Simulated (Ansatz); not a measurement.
Diatomic PdC, multiplicity 3 (not the ground state: that is measured with 2S+1 = 1). No spin–orbit coupling. The T1 diagnostic near the minimum is 0.070, so single-reference values are doubtful.

Constants: fifth-degree fit in 1/R to seven points, most abundant isotopes. In def2 and cc sets the state is the lowest found near the PBE0 minimum, followed along R.

Run with Ansatz (Gaussian basis) for Hartree–Fock, density functionals and correlated methods. Each number belongs to the level named beside it. In def2 rows elements past Kr take small-core potentials, without spin–orbit coupling.

Energies at PBE0/def2-TZVPP:

```csv
R (Å),E (hartree)
1.617760,-165.77697291
1.661248,-165.78205693
1.701257,-165.78448343
1.746485,-165.78515312
1.791713,-165.78408476
1.843898,-165.78120604
1.904782,-165.77623026
```

Problem. With a reduced mass of 10.7787 u, find the minimum, the force constant and the constants.

Solution. A fifth-degree polynomial in 1/R puts the minimum at r_e = 1.7395 Å with force constant 383 N/m. Then ω_e = (1/2πc)√(k/μ) = 777 cm⁻¹ and B_e = h/(8π²cμr_e²) = 0.5169 cm⁻¹; the cubic and quartic terms give α_e = 0.0045 and ω_e x_e = 5.1 cm⁻¹.

Ansatz is an electronic-structure program.
